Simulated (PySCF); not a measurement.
Simulated Si 2p region for Ge3H10Si (n-GeGeSiGeH10), binding energy against the vacuum level.

Every computed line was given a Gaussian of 0.5 eV full width at half maximum and an area set by the number of equivalent atoms (split 2:1 within a doublet); the highest printed point is 100. Computed, not measured: PySCF 2.14.0, delta-SCF UKS SCAN, pcX-2 on the ionised atom, pcseg-1 elsewhere, spin-free X2C.

binding energy (eV), intensity and a bar:
```
    105.6          1 
    105.7          4 #
    105.8         11 ###
    105.9         26 ########
    106.0         50 ###############
    106.1         79 ########################
    106.2         99 ##############################
    106.3        100 ##############################
    106.4         83 #########################
    106.5         62 ##################
    106.6         48 ##############
    106.7         47 ##############
    106.8         51 ###############
    106.9         51 ###############
    107.0         43 #############
    107.1         29 #########
    107.2         16 #####
    107.3          7 ##
    107.4          2 #
    107.5          1 
    107.6          0
```

Problem. Count the maxima, the lines and the sites behind this envelope.

Solution. The curve has 2 maxima (at 106.3 and 106.8 eV). Under it lie 2 lines from 1 inequivalent silicon site, drawn as a 2p3/2, 2p1/2 pair.

Problem. Decompose the envelope and assign each component. Bonds: Ge1–Ge2, Ge2–Si3, Si3–Ge4. Hydrogens: H5, H6, H7 on Ge1; H8, H9 on Ge2; H10, H11 on Si3; H12, H13, H14 on Ge4.

Solution. 
```json
{"position (eV)": "106.25", "relative area": "0.67", "line": "Si 2p3/2", "atoms": "Si3", "environment": "silicon bonded to 2 Ge and 2 H"}
{"position (eV)": "106.87", "relative area": "0.33", "line": "Si 2p1/2", "atoms": "Si3", "environment": "silicon bonded to 2 Ge and 2 H"}
```

Problem. What are the centre and the root-mean-square width of the whole band?

Solution. The area-weighted mean of the lines is 106.46 eV. Their own spread about it is 0.29 eV (rms) and each Gaussian has σ = 0.5/2.355 = 0.21 eV; the variances add, which gives 0.36 eV.

No satellites, vibrations or lifetime broadening are included. The 2p values add to the ΔSCF energy of one spin-free hole a correction within the shell (spin–orbit coupling, ligand field). 2p1/2 minus 2p3/2 (ligand field included): Si 0.62 eV. Isolated species at its PBE0-D3(BJ)/def2-SVP geometry (one conformer only).
